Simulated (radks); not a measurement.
Results of a calculation; reference values are marked as such.
Task: Code: a radial shooting solver on a logarithmic mesh with Libxc functionals. Model: scalar-relativistic Kohn-Sham, SCAN, spin-unpolarised, spherical densities, finite nucleus; meta-GGA in the generalised Kohn-Sham scheme; Fermi nuclear charge, rms radius of each element as measured or else 0.836 A^(1/3) + 0.57 fm. Each species is in its NIST ground configuration. Rank Ir4+, Ta4+, Re4+, Hf4+, Au4+, Os4+, Pt4+, Lu4+, Hg4+, W4+ by mean radius of the outermost orbital (bohr), largest first.

Result: Ta4+ 1.72, W4+ 1.65, Re4+ 1.59, Os4+ 1.53, Ir4+ 1.48, Pt4+ 1.42, Au4+ 1.38, Hg4+ 1.33, Lu4+ 1.32, Hf4+ 1.30.
